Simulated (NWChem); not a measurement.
Species: Si2F5 cation

```xyz
7

F     -1.3253    -2.1323     0.0000
Si     0.0075    -1.2724    -0.0020
F      1.3351    -2.1400    -0.0004
Si    -0.0008     1.1375    -0.0005
F     -0.5851     1.4933     1.4344
F      1.5299     1.5055    -0.2140
F     -0.9570     1.4945    -1.2188
```
Atoms are numbered in this order, from 1.

Results from NWChem. Coordinates come from a PBE-D3(BJ)/def2-SVP optimisation. Level: M06-2X/def2-SVP with SMD (1 M gas to 1 M solution), gas-phase geometry. Reactions with the solvent are ignored.

Question: Among these, which solvent gives the highest value of “solvation free energy (kcal/mol)”?
(A) water
(B) n-hexane
(C) acetonitrile
(D) 2-propanol

Answer: B, n-hexane. Values: acetonitrile -61.1; 2-propanol -60.2; water -59.1; n-hexane -29.6
